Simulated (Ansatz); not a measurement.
C3H12BN (`C[NH2+][BH-](C)C`) from Hartree–Fock to CCSD(T)

```tsv
atom	x (Å)	y (Å)	z (Å)
C1	-0.054	0.049	-2.094
N2	-0.729	-0.081	-0.797
B3	0.132	0.424	0.518
C4	1.435	-0.516	0.642
C5	-0.890	0.302	1.761
H6	0.836	-0.577	-2.090
H7	0.256	1.086	-2.214
H8	-0.704	-0.244	-2.920
H9	-0.997	-1.049	-0.638
H10	-1.591	0.457	-0.800
H11	0.398	1.585	0.234
H12	1.185	-1.582	0.748
H13	2.149	-0.429	-0.184
H14	1.991	-0.248	1.547
H15	-0.417	0.673	2.675
H16	-1.812	0.886	1.639
H17	-1.189	-0.735	1.973
```

The species carries charge 0 and has multiplicity 1. All single points use the PBE0-D4/def2-TZVP geometry. It is one conformer, not always the lowest. Frozen core, restricted reference, Ansatz 0.2.0. CBS rows extrapolate triple and quadruple zeta; past MP2 they add the triple-zeta difference.

```json
{"basis": "def2-SVP", "HF (Eh)": "-199.59194", "MP2 corr.": "-0.72737"}
{"basis": "def2-TZVPP", "HF (Eh)": "-199.81105", "MP2 corr.": "-0.89221"}
{"basis": "def2-QZVPP", "HF (Eh)": "-199.82089", "MP2 corr.": "-0.94777"}
```

Estimate the CCSD correlation energy and the (T) correction in each basis where they were run (hartree).


```csv
basis,CCSD corr.,(T)
def2-SVP,-0.80055,-0.02205
def2-TZVPP,-0.95317,-0.03532
CBS(def2),-1.04989,as TZ
```
